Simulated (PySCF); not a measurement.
Input of a run (PBE0-D3(BJ)/def2-SVP geometry optimisation, gas phase (PySCF 2.14.0)), started from GFN2-xTB:
```
{"job": {"xc": "PBE0", "basis": "def2-SVP", "d3": "d3bj", "grid": 1, "maxiter": 40, "kind": "geom"}, "charge": 0, "multiplicity": 1}
Zn    -0.013990     0.012770    -1.289600
C      0.002130     0.000530     0.717490
H     -0.435830     0.896670     1.149410
H      1.008440    -0.071050     1.121990
H     -0.552070    -0.838390     1.131540
H     -0.008670    -0.000540    -2.830840
```

Output (energies in Eh, forces in Eh/bohr):
```
step   0  E = -1819.29516144  max force = 0.020202
step   1  E = -1819.29680055  max force = 0.002121
step   2  E = -1819.29681449  max force = 0.000188
optimisation converged
```

Problem. Summarise the run.

Solution. The energy falls by 4.3 kJ/mol over 3 energy and gradient evaluations, the largest force component goes from 0.0202 to 1.9e-04 Eh/bohr, and the atoms move by 0.036 Å rms after alignment. The bond that changes most is Zn1–C2 (ends: zinc bonded to C and H; carbon bonded to Zn and 3 H), which shortens by 0.064 Å. Bonds longer at the end by more than 0.005 Å: 4 of 5; shorter: 1. The energy never rose by more than 1e-6 Eh on the way. The first step brought 99 % of the lowering.

Problem. What are the final bond lengths?

Solution. Zn1–C2 1.944 Å, Zn1–H6 1.550 Å, C2–H3 1.103 Å, C2–H4 1.103 Å, C2–H5 1.103 Å. Numbering counts from 1 in the input's order; the species is ZnMeH (`[H][Zn][CH3]`).

The run used 65 basis functions and 20 SCF cycles in all. Hardware: Arm Neoverse V2, one thread, no GPU, shared host. Cost: 3.5 s wall.

No frequency check.
